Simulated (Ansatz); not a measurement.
Cost and result up the ladder for In3O8H7, a hydroxylated oxide cluster (18 atoms). The state is a singlet with charge 0. Geometry: PBE-D4/def2-SVP.

| atom | x (Å) | y (Å) | z (Å) |
| --- | --- | --- | --- |
| In1 | 0.862 | 1.473 | 0.046 |
| In2 | -1.421 | -0.300 | 1.510 |
| In3 | 0.747 | -1.411 | -0.669 |
| O4 | 1.268 | -3.084 | -1.665 |
| O5 | -2.740 | -0.526 | 3.012 |
| O6 | -1.507 | -1.668 | -0.167 |
| O7 | 2.419 | 0.053 | -0.765 |
| O8 | -0.241 | 0.414 | -1.569 |
| O9 | 0.645 | -0.369 | 1.207 |
| O10 | 1.641 | 3.334 | 0.171 |
| O11 | -1.214 | 1.744 | 0.852 |
| H12 | 0.481 | -3.665 | -1.682 |
| H13 | -3.159 | -1.404 | 2.914 |
| H14 | -1.868 | -1.145 | -0.916 |
| H15 | 2.727 | 0.237 | -1.674 |
| H16 | 0.111 | 0.652 | -2.449 |
| H17 | 2.603 | 3.230 | 0.316 |
| H18 | -1.354 | 2.434 | 1.528 |

Ansatz on 4 threads of Arm Neoverse V2 on a shared host. Times are rough, and most runs start from the orbitals of an earlier one. PBE0-D4/def2-TZVP serves as the yardstick here, not as an exact answer. Differences are given only for rows in sets of like size (and for xTB, whose basis is part of the method), since another set adds its own error. Binding counts from free atoms at the same level (In doublet, O triplet, H doublet; other spins of the atoms weren't run), without zero-point energy or a counterpoise term.

In the def2 sets In takes a core potential; there is no spin–orbit coupling. Correlated methods freeze 20 core orbitals; core or outer-core shells of In are correlated, in sets that lack core-valence functions. The rows differ in basis, and correlated rows in double-zeta sets carry the largest basis error.

Correlated methods converge slowly with the basis, most of all in double-zeta sets.

| level | functions | wall time | binding energy per atom (eV) | difference from PBE0-D4/def2-TZVP (eV) |
| --- | --- | --- | --- | --- |
| PBE-D4/def2-SVP | 225 | 4.1 s | 3.65 | – |
| PBE0-D4/def2-SVP | 225 | 8 s | 3.47 | – |
| MP2/def2-SVP | 225 | 8.5 s | 3.49 | – |
| PBE-D4/def2-TZVP | 440 | 11 s | 3.65 | 0.16 |
| BLYP-D4/def2-TZVP | 440 | 12 s | 3.55 | 0.07 |
| r2SCAN-D4/def2-TZVP | 440 | 22 s | 3.58 | 0.10 |
| B97M-V/def2-TZVP | 440 | 39 s | 3.55 | 0.07 |
| PBE0-D4/def2-TZVP (with forces) | 440 | 44 s | 3.48 | 0.00 |
